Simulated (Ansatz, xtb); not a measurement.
**C5H7BS: which of two isomers lies lower**

Structure a is `BC1=C(S)CC=C1`, a singlet and structure b is `BC1=CCC(S)=C1`, a singlet. Both are isolated molecules in the gas phase, relaxed with PBE-D3(BJ)/def2-SVP; the shapes shown needn't be the lowest conformers.

a (Å):

| atom | x (Å) | y (Å) | z (Å) |
| --- | --- | --- | --- |
| C | -0.8771 | 0.1994 | -0.4444 |
| C | -1.0087 | -0.3338 | 0.8461 |
| C | 0.1768 | 0.0514 | 1.6985 |
| C | 1.0212 | 0.8729 | 0.7607 |
| C | 0.4041 | 0.9425 | -0.4460 |
| B | -1.8539 | 0.0421 | -1.5989 |
| S | -2.2747 | -1.3074 | 1.5235 |
| H | -1.6408 | 0.5500 | -2.6845 |
| H | -2.8859 | -0.6039 | -1.4633 |
| H | -3.0236 | -1.3362 | 0.3789 |
| H | -0.1453 | 0.6160 | 2.6031 |
| H | 0.7047 | -0.8506 | 2.0837 |
| H | 1.9791 | 1.3274 | 1.0453 |
| H | 0.7780 | 1.4734 | -1.3332 |

b (Å):

```xyz
14

C    -1.2119    0.3425   -0.6523
C    -1.4962   -0.6896    0.2214
C    -0.5133   -0.6967    1.3521
C     0.4101    0.4525    1.0155
C    -0.0168    1.0442   -0.1410
B    -2.0353    0.6372   -1.9186
S     1.7330    1.0044    2.0374
H    -1.7563    1.5637   -2.6585
H    -2.9895   -0.0725   -2.1842
H    -2.3127   -1.4168    0.1076
H     0.0184   -1.6727    1.4384
H    -1.0150   -0.5432    2.3348
H     1.9310   -0.1771    2.6873
H     0.4476    1.9097   -0.6328
```

Quicker runs give these differences E(b) − E(a): GFN2-xTB +0.299 eV; HF/STO-3G +0.233 eV (at GFN2-xTB geometries); r2SCAN-D4/def2-SVP +0.303 eV (at GFN2-xTB geometries).

Problem. Estimate E(b) − E(a) at the level CCSD(T)/def2-SVP + ΔMP2/def2-TZVPP.

Solution. Calculated at CCSD(T)/def2-SVP + ΔMP2/def2-TZVPP: E(b) − E(a) = +0.111 eV, so structure a lies lower.

Level by level:

```json
{"level": "GFN2-xTB", "geometry": "GFN2-xTB", "E(b) − E(a) (eV)": "+0.299", "departure from the last row (eV)": "+0.188", "job, with rough time for the two": "optimisation, 0.29 s"}
{"level": "HF/STO-3G", "geometry": "GFN2-xTB", "E(b) − E(a) (eV)": "+0.233", "departure from the last row (eV)": "+0.122", "job, with rough time for the two": "single point, 0.66 s"}
{"level": "r2SCAN-D4/def2-SVP", "geometry": "GFN2-xTB", "E(b) − E(a) (eV)": "+0.303", "departure from the last row (eV)": "+0.192", "job, with rough time for the two": "single point, 4.3 s"}
{"level": "PBE-D3(BJ)/def2-SVP", "geometry": "PBE-D3(BJ)/def2-SVP", "E(b) − E(a) (eV)": "+0.233", "departure from the last row (eV)": "+0.122", "job, with rough time for the two": "optimisation, 41 s"}
{"level": "HF/def2-SVP", "geometry": "PBE-D3(BJ)/def2-SVP", "E(b) − E(a) (eV)": "+0.026", "departure from the last row (eV)": "−0.086", "job, with rough time for the two": "part of the CCSD(T) run"}
{"level": "MP2/def2-SVP", "geometry": "PBE-D3(BJ)/def2-SVP", "E(b) − E(a) (eV)": "+0.139", "departure from the last row (eV)": "+0.027", "job, with rough time for the two": "part of the CCSD(T) run"}
{"level": "CCSD(T)/def2-SVP", "geometry": "PBE-D3(BJ)/def2-SVP", "E(b) − E(a) (eV)": "+0.122", "departure from the last row (eV)": "+0.011", "job, with rough time for the two": "single point"}
{"level": "CCSD(T)/def2-SVP + ΔMP2/def2-TZVPP", "geometry": "PBE-D3(BJ)/def2-SVP", "E(b) − E(a) (eV)": "+0.111", "departure from the last row (eV)": "", "job, with rough time for the two": "single point, 73 s"}
```

As drawn, both hold the same kinds of bond in the same numbers.

None of the levels shown reverses the order. The largest departure from CCSD(T)/def2-SVP + ΔMP2/def2-TZVPP is that of r2SCAN-D4/def2-SVP, 0.192 eV. The last row adds to CCSD(T) the change of the MP2 difference between the two basis sets, here −0.011 eV.

With thermal terms from frequencies at re-optimised GFN2-xTB minima (ideal gas, soft modes damped towards free rotors, one conformer each, 298.15 K, 1 atm): the zero-point term adds −0.020 eV; ΔH is +0.104 and ΔG +0.072 eV.

The correlated steps freeze 11 core orbitals. Programs: Ansatz 0.2.0, xtb 6.7.1; the last row on 2 threads of Intel(R) Xeon(R) Platinum 8375C CPU @ 2.90GHz (Ice Lake) on a shared host.
